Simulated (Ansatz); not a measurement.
Geometry optimisation, RKS B3LYP/STO-3G in Ansatz 0.2.0.

Input:

```yaml
crystal:
  periodic: [false, false, false]
  atoms:
    - { symbol: B, position_ang: [-1.5581, 0.3098, 2.2512] }
    - { symbol: B, position_ang: [-1.3114, 0.9008, 0.7047] }
    - { symbol: Al, position_ang: [0.1498, 0.0403, -0.4429] }
    - { symbol: C, position_ang: [0.6157, 0.709, -2.2753] }
    - { symbol: C, position_ang: [1.2615, -1.4631, 0.3055] }
    - { symbol: H, position_ang: [-0.9684, -0.5167, 2.6863] }
    - { symbol: H, position_ang: [-2.4334, 0.8537, 2.8907] }
    - { symbol: H, position_ang: [-1.9086, 1.8079, 0.2531] }
    - { symbol: H, position_ang: [1.3759, 0.1304, -2.6756] }
    - { symbol: H, position_ang: [0.8254, 1.7718, -2.2075] }
    - { symbol: H, position_ang: [-0.3812, 0.5784, -2.8694] }
    - { symbol: H, position_ang: [0.6071, -2.2929, 0.5956] }
    - { symbol: H, position_ang: [1.9568, -1.7616, -0.4431] }
    - { symbol: H, position_ang: [1.7561, -1.097, 1.2556] }
basis:
  gaussian: { orbitals: STO-3G }
hamiltonian:
  xc: b3lyp
relax:
  f_tol: 0.015
  max_steps: 40
```

Launched with:

```bash
$ ansatz run input.yaml --threads 1 --pin off --max-ram 2048MiB --backend cpu --events-out ev --progress --plain --runs-dir out
```

Where does it end, and by what steps?

It converged. The force dipped under the threshold on the way, but the program's further checks kept it going. Limits of this set-up: minimal basis. After 25 steps the energy has fallen by 2.024 eV; H8 moved furthest, 2.24 Å.

```
step  energy less start (eV)  largest force component (eV/Å)  accepted
   0                  0.0000                           5.154       yes
   1                 -0.7103                           1.048       yes
   2                 -0.7942                           0.321       yes
   3                 -0.9291                           0.804       yes
   4                 -1.1244                           1.125       yes
   5                 -1.3471                           1.432       yes
   6                 -1.5585                           1.042       yes
   7                 -1.7325                           0.648       yes
   8                 -1.8190                           0.358       yes
   9                 -1.8753                           0.250       yes
  10                 -1.9167                           0.156       yes
  11                 -1.9448                           0.300       yes
  12                 -1.9611                           0.373       yes
  13                 -1.9650                           0.628       yes
  14                 -2.0009                           0.388       yes
  15                 -2.0097                           0.237       yes
  16                 -2.0092                           0.413        no
  17                 -2.0171                           0.049       yes
  18                 -2.0214                           0.021       yes
  19                 -2.0190                           0.192        no
  20                 -2.0220                           0.078       yes
  21                 -2.0232                           0.032       yes
  22                 -2.0227                           0.023        no
  23                 -2.0235                           0.010       yes
  24                 -2.0237                           0.017       yes
  25                 -2.0237                           0.012       yes
```

```xyz
14
Properties=species:S:1:pos:R:3
B -1.965 0.487 1.722
B -0.613 1.113 1.206
Al 0.378 0.054 -0.222
C 0.023 0.396 -2.078
C 1.659 -1.280 0.291
H -1.992 -0.304 2.594
H -2.991 0.676 1.177
H -0.117 2.118 1.556
H 0.571 -0.280 -2.746
H 0.304 1.421 -2.358
H -1.044 0.294 -2.316
H 1.165 -2.245 0.474
H 2.415 -1.455 -0.485
H 2.193 -1.024 1.216
```

Whether the end is a true minimum wasn't checked by a vibrational analysis.

Run time: 73 s on 1 thread of Arm Neoverse V1, with other jobs on the host, peak memory 0.13 GiB.
